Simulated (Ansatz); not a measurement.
Gas-phase electronic energies from Ansatz, PBE0-D4/def2-TZVP geometries. CBS: MP2 limit from def2 TZ/QZ plus the TZ coupled-cluster correction, frozen cores. Each species was taken in one conformer, which may not be the lowest.

`FC[SiH]([SiH3])S` + `O[SiH2]C(F)Cl` → `FC[SiH](F)S` + `O[SiH2]C([SiH3])Cl`  (redistribution)

```tsv
species	CCSD(T)/CBS(def2) energy (Eh)
`FC[SiH]([SiH3])S`	-1117.99851
`O[SiH2]C(F)Cl`	-964.31547
`FC[SiH](F)S`	-926.98460
`O[SiH2]C([SiH3])Cl`	-1155.42102
```

Work out ΔE.

ΔE = (-926.98460) + (-1155.42102) − (-1117.99851) − (-964.31547) = -0.09164 Eh = -57.5 kcal/mol.

Largest T1 diagnostic among the species: 0.012.

The D4 term adds −0.8 kcal/mol with B3LYP and −0.4 kcal/mol with PBE0; it sums over pairs of atoms, weighted by their polarisabilities, and B3LYP, whose exchange is more repulsive, gets the larger term. From PBE to PBE0 (25 % exact exchange), in def2-TZVPP and without D4, ΔE moves by −2.9 kcal/mol.

B3LYP here is the variant with VWN-RPA as its local correlation; programs differ in this.
